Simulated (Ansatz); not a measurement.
```yaml
crystal:
  periodic: [true, true, true]
  atoms:
    - {symbol: C, position_ang: [0.063683, -1.601747, -0.309960]}
    - {symbol: O, position_ang: [0.048923, -0.516598, 0.605697]}
    - {symbol: B, position_ang: [-0.045367, 0.733844, 0.182902]}
    - {symbol: S, position_ang: [-0.196407, 2.104267, 1.473683]}
    - {symbol: S, position_ang: [0.045586, 1.248863, -1.558067]}
    - {symbol: H, position_ang: [0.229994, -2.555580, 0.308776]}
    - {symbol: H, position_ang: [-0.680211, -1.631903, -0.978390]}
    - {symbol: H, position_ang: [0.980339, -1.503643, -0.899397]}
    - {symbol: H, position_ang: [-0.141797, 1.199342, 2.458506]}
    - {symbol: H, position_ang: [-0.073164, 2.480995, -1.337289]}
basis:
  gaussian: {orbitals: def2-SVPD}
hamiltonian: {xc: {name: PBE0}}
scf: {lower_state_search: off}
output: {forces: true}
```

```sh
$ ansatz run in.yaml --threads 4 --pin off --events-out ev --progress --plain --max-ram 10444MiB
```

Output, abridged:

```
Error: YAML parse error: error: line 2 column 3: crystal: missing field `lattice` (a structure is typed as `lattice` and `atoms`, a molecule's as `atoms` in Å alone, or read from a run's directory, `checkpoint`)
 --> <input>:2:3
1 | crystal:
2 |   periodic: [true, true, true]
3 |   atoms:
4 |     - {symbol: C, position_ang: [0.063683, -1.601747, -0.309960]}
```

(1) Something in this input is off. What?

Results:

(1) The molecule is marked periodic without a cell. The input was rejected before any iteration.
